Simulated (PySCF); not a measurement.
C6H9F2NO.
Atom-mapped SMILES: `[O:1]=[C:2]1[CH2:3][C@H:4]([CH:5]([F:6])[F:7])[CH2:8][CH2:9][NH:10]1`

NICS is the negative of the GIAO shielding at a point without a nucleus: at the ring centre (0) and 1 Å above and below it (1); zz is the component along the ring normal. Level: GIAO PBE/pcSseg-1 (PySCF, non-relativistic, gas phase) on the PBE0-D3(BJ)/def2-SVP geometry, one conformer.

Ring bond lengths (Å): C2–C3 1.519, C3–C4 1.525, C4–C8 1.525, C8–C9 1.519, C9–N10 1.446, N10–C2 1.365.

Question: What do the NICS probes read (ppm)?

Answer: 
```json
{"ring": "C2–C3–C4–C8–C9–N10", "type": "6-membered ring with N; formal bonds all single", "NICS(0)": "-2.1", "NICS(1), two faces": "-1.6 / -1.8", "NICS(1)zz, two faces": "-0.5 / 0.9", "rms pucker (Å)": "0.20", "centre to ring atoms, mean (Å)": "1.45"}
```

Question: What can be read from them?

Answer: 
- C2–C3–C4–C8–C9–N10: mean NICS(1)zz 0.2 ppm, near zero. C3, C4, C8, C9 have four or more neighbours; no verdict on aromaticity is drawn.

Question: What are the shieldings of the ring atoms and their hydrogens in the same run (means over atoms taken as equivalent)?

Answer: 
```
   atoms                    environment  σ isotropic (ppm)  principal values of the symmetric part, first atom (ppm)
      C2          amide carbonyl carbon               19.6                                         -67.4, 29.9, 96.1
      C3  sp3 carbon next to a carbonyl              145.8                                       130.9, 144.2, 162.2
      C4                  sp3 CH carbon              139.3                                       128.2, 138.5, 151.2
      C8                ring CH2 carbon              154.2                                       145.7, 157.4, 159.4
      C9   sp3 carbon bound to nitrogen              138.4                                       123.8, 127.5, 164.0
     N10                 amide nitrogen              126.8                                        32.5, 138.9, 208.8
 H on C3             methylene hydrogen              28.92                                          25.7, 27.3, 33.9
 H on C3             methylene hydrogen              28.94                                          24.3, 29.3, 33.3
 H on C4               methine hydrogen              29.24                                          26.7, 27.1, 33.8
 H on C8             methylene hydrogen              29.23                                          25.1, 28.1, 34.4
 H on C8             methylene hydrogen              29.52                                          25.1, 27.5, 35.9
 H on C9             methylene hydrogen              27.91                                          22.8, 26.7, 34.2
 H on C9             methylene hydrogen              27.63                                          24.1, 26.2, 32.6
H on N10             amide N–H hydrogen              26.87                                          21.8, 25.1, 33.7
```

The list is cut; further classes of hydrogen are left out.

Question: How do the values depend on the level or the medium?

Answer: 
```
             level  NICS(0), C2–C3–C4–C8–C9–N10  mean NICS(1)zz, C2–C3–C4–C8–C9–N10
 PBE/pcSseg-1, gas                         -2.1                                 0.2
PBE0/pcSseg-1, gas                         -2.1                                 0.2
```

The geometry is the same throughout.

On one thread of an Arm Neoverse V1, no GPU (shared host), this took 59 s of wall time. This is the whole shielding run at PBE/pcSseg-1, SCF included.
